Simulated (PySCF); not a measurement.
## C₆ coefficients of unlike pairs at TPSS

Calculated with PySCF 2.14 from the dipole response of each species, C₆(A,B) = (3/π) ∫ α_A(iu) α_B(iu) du, in atomic units, from isotropic polarisabilities. For ions this is the dispersion term alone; charge-induced terms of lower order in 1/R come first.

```csv
species,configuration,basis,relativity,α (bohr³),C₆ (like pair)
P,[Ne] 3s2 3p3 (4S),aug-cc-pV(Q+d)Z (7s6p5d3f2g),none,26.93,202.0
F³⁺,[He] 2s2 2p2 (3P),aug-cc-pVDZ (4s3p2d),none,0.9542,0.8546
In,[Kr] 4d10 5s2 5p1 (2P),"x2c-TZVPPall with one added diffuse shell each of s, p, d, f type (9s7p5d3f)",spin-free X2C,78.35,822.5
Cr,[Ar] 3d5 4s1 (7S),"aug-cc-pVTZ with one added diffuse shell each of s, p, d, f, g type (9s8p6d4f3g)",none,75.74,651.2
```

Problem. Estimate C₆ for In with F³⁺.

Solution. The integral gives 19.79. The combination rule 2 C_A C_B / (C_A α_B/α_A + C_B α_A/α_B) gives 17.53 and the geometric mean 26.51.

No spin-orbit coupling is included.

The other pairs:

| pair | C₆ |
| --- | --- |
| F³⁺, P | 11.07 |
| Cr, P | 338.2 |
| In, P | 391.9 |
| Cr, In | 728.6 |
| Cr, F³⁺ | 16.38 |
